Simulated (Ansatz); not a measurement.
Sb5⁺. Charge 1, multiplicity 1. Geometry PBE0-D4/def2-SVP.

Cartesian coordinates in Å:
```
Sb -0.1654 -1.9755 0.4655
Sb 0.6400 1.5939 -1.0941
Sb -1.3840 -0.3244 -1.4570
Sb 1.8582 -0.0571 0.8290
Sb -0.9489 0.7631 1.2565
```

In the def2 sets Sb takes a core potential; there is no spin–orbit coupling. LC-ωPBE has ω = 0.4 bohr⁻¹. The structure comes from a short search, and lower isomers may exist.

(1) Estimate the orbital energies around the gap (eV) in Ansatz with HF/def2-TZVP, PBE-D4/def2-SVP, PBE-D4/def2-TZVP, r2SCAN-D4/def2-TZVP, LC-ωPBE/def2-TZVP.

Answers

(1) 
| orbital | HF/def2-TZVP | PBE-D4/def2-SVP | PBE-D4/def2-TZVP | r2SCAN-D4/def2-TZVP | LC-ωPBE/def2-TZVP |
| --- | --- | --- | --- | --- | --- |
| HOMO−5 | -14.64 | -11.72 | -11.60 | -11.93 | -14.95 |
| HOMO−4 | -13.32 | -11.05 | -10.95 | -11.24 | -13.84 |
| HOMO−3 | -13.32 | -11.05 | -10.95 | -11.24 | -13.84 |
| HOMO−2 | -13.03 | -10.65 | -10.57 | -10.84 | -13.56 |
| HOMO−1 | -12.08 | -9.67 | -9.59 | -9.82 | -12.54 |
| HOMO | -12.07 | -9.66 | -9.59 | -9.82 | -12.53 |
| LUMO | -4.54 | -7.70 | -7.64 | -7.69 | -5.44 |
| LUMO+1 | -3.67 | -6.99 | -6.95 | -6.93 | -4.58 |
| LUMO+2 | -3.67 | -6.99 | -6.95 | -6.93 | -4.58 |
| LUMO+3 | -3.14 | -6.59 | -6.54 | -6.40 | -3.97 |
| LUMO+4 | -2.96 | -6.43 | -6.40 | -6.27 | -3.83 |
| LUMO+5 | -2.96 | -6.42 | -6.40 | -6.27 | -3.83 |
